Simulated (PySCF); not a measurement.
Sm(CH3)2 at several levels of theory

Computed with PySCF 2.14.0 (density fitting, no spin-orbit coupling) at the geometry relaxed with PBE0:

```xyz
9
Sm(CH3)2 (singlet in the valence; each metal's 4f electrons, 6 of them, lie in its core potential, out of spins and levels)
Sm    0.0000    0.0000   -0.6519
C     2.0625    0.0000    0.8515
H     3.0558    0.0000    0.3586
H     2.0537    0.8815    1.5247
H     2.0537   -0.8815    1.5247
C    -2.0625    0.0000    0.8515
H    -3.0558    0.0000    0.3586
H    -2.0537   -0.8815    1.5247
H    -2.0537    0.8815    1.5247
```

```json
{"level": "PBE0", "basis": "Sm lcecp-0-SVP with ECP52, C def2-SVP, H def2-SVP", "state": "singlet", "HOMO (eV)": "–", "gap (eV)": "–", "charge on Sm1 (e)": "0.79", "population of f-type functions on Sm1 (polarisation alone where 4f lies in the core)": "0.01", "dipole about the centre of mass (D)": "6.24", "largest force component (eV/Å)": "0.02"}
{"level": "BP86", "basis": "the same", "state": "singlet", "HOMO (eV)": "–", "gap (eV)": "–", "charge on Sm1 (e)": "0.66", "population of f-type functions on Sm1 (polarisation alone where 4f lies in the core)": "0.01", "dipole about the centre of mass (D)": "5.50", "largest force component (eV/Å)": "0.23"}
{"level": "PBE0", "basis": "Sm lcecp-0-TZVP with ECP52, C def2-TZVP, H def2-TZVP", "state": "singlet", "HOMO (eV)": "–", "gap (eV)": "–", "charge on Sm1 (e)": "1.20", "population of f-type functions on Sm1 (polarisation alone where 4f lies in the core)": "0.02", "dipole about the centre of mass (D)": "6.60", "largest force component (eV/Å)": "0.27"}
```

In the lcecp rows the 4f levels are missing from HOMO and gap, and the state counts the valence alone.

Charges are Mulliken's, which hang on the basis. The relaxation used the grid (50, 194), these runs (75, 302) or, all-electron (x2c bases, spin-free X2C Hamiltonian), (99, 590).

What does M06-L with Sm lcecp-0-SVP with ECP52, C def2-SVP, H def2-SVP give here?

state singlet, charge on Sm1 (e) 0.89, population of f-type functions on Sm1 (polarisation alone where 4f lies in the core) 0.01, dipole about the centre of mass (D) 6.64, largest force component (eV/Å) 0.10. Time: 6.4 s on 2 threads of Arm Neoverse V2 (shared host), from an already converged density.

An lcecp potential fixes the number of 4f electrons, so in runs with it no electron can move into or out of that shell.
